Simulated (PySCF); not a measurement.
Compound: BrH₇OSi₃.
Bonds: O1–Si2, Si2–Si3, Si3–Si4, Si4–Br5. Hydrogens: H6 on O1; H7, H8 on Si2; H9, H10 on Si3; H11, H12 on Si4.

The calculation used PBE0-D3(BJ)/def2-SVP geometry optimisation, gas phase in PySCF 2.14.0.

(1) Give the optimised bond lengths and angles.

Answers

(1) 
```csv
bond,length (Å),order
O1–Si2,1.673,single
Si2–Si3,2.341,single
Si3–Si4,2.341,single
Si4–Br5,2.242,single
O1–H6,0.962,single
"Si2–H7, Si2–H8",1.498,single
"Si3–H9, Si3–H10",1.497,single
"Si4–H11, Si4–H12",1.491,single
```

Bonds in one row agree within 0.01 Å and their mean is given. Orders are formal, as drawn. A selection of angles:
```csv
angle,degrees
Si2–O1–H6,117.4
O1–Si2–Si3,102.8
O1–Si2–H7,111.7
Si3–Si2–H7,112.3
H7–Si2–H8,107.5
Si2–Si3–Si4,104.8
Si2–Si3–H9,111.9
Si4–Si3–H9,109.6
H9–Si3–H10,109.1
Si3–Si4–Br5,106.9
Si3–Si4–H11,112.0
Si3–Si4–H12,113.3
Br5–Si4–H11,108.2
H11–Si4–H12,109.1
```

Torsions: O1–Si2–Si3–Si4 36° (synclinal); Si2–Si3–Si4–Br5 54° (synclinal); H6–O1–Si2–Si3 -169° (antiperiplanar). The mirror-image conformer, all signs reversed, is as good.

Si2 (oxygen-bound silicon) is distorted tetrahedral (angles from 102.8° to 112.3°). Si3 (SiH2 silicon) is distorted tetrahedral (angles from 104.8° to 111.9°). Si4 (SiH2 silicon) is distorted tetrahedral (angles from 106.9° to 113.3°).

Point group: C1 (no symmetry element, even within 0.4 Å). No frequency check. One conformer, not necessarily the lowest (H–O1–Si2–Si3 -169°, O1–Si2–Si3–Si4 36°, Si2–Si3–Si4–Br5 54°).

Hardware: one thread, Arm Neoverse V1 (aarch64) (shared host). Cost: 2.8 min, 0.54 GiB resident at most. These figures are those of the optimisation.
